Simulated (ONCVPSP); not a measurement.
**Configuration tests for P (Z = 15) (ONCV)**

phosphorus, optimised norm-conserving Vanderbilt (ONCV), made with ONCVPSP 4.0.1 (PBE, non-relativistic). Core [He], reference 2s2 2p6 3s2 3p2.5 (charge +0.5). Waves: 2s+3s: rc 0.95 bohr, ncon 5, nbas 9, qcut 14.7 1/bohr, 2 projectors; 2p+3p: rc 0.80 bohr, ncon 4, nbas 7, qcut 14 1/bohr, 2 projectors; d scattering state at 0.03 Ha: rc 1.00 bohr, ncon 4, nbas 7, qcut 10.3 1/bohr, 2 projectors, debl 0.5 Ha. Local part: polynomial inside 0.60 bohr (lpopt 2, dvloc0 0 Ha). Core correction: none.

Energies are relative to the spin-unpolarised reference configuration 2s2 2p6 3s2 3p2.5; without spin polarisation the order of configurations can differ from experiment.

Q: Give the all-electron excitation energy and the error of the potential for: 2s2 2p6 3s2 3p3; 2s2 2p6 3s2 3p2; 2s2 2p6 3s2 3p1; 2s2 2p6 3s1 3p4.

A:

| valence configuration | charge | ΔE all-electron (eV) | error AE − PS (meV) |
| --- | --- | --- | --- |
| 2s2 2p6 3s2 3p3 | 0 | -3.781 | +0.1 |
| 2s2 2p6 3s2 3p2 | +1 | 5.961 | +0.1 |
| 2s2 2p6 3s2 3p1 | +2 | 25.120 | +2.0 |
| 2s2 2p6 3s1 3p4 | 0 | 4.667 | +0.9 |

Levels in the configuration 2s2 2p6 3s2 3p3:

```tsv
level	all-electron (eV)	pseudo (eV)
2s	-173.061	-173.062
2p	-124.508	-124.518
3s	-13.895	-13.895
3p	-5.518	-5.518
```
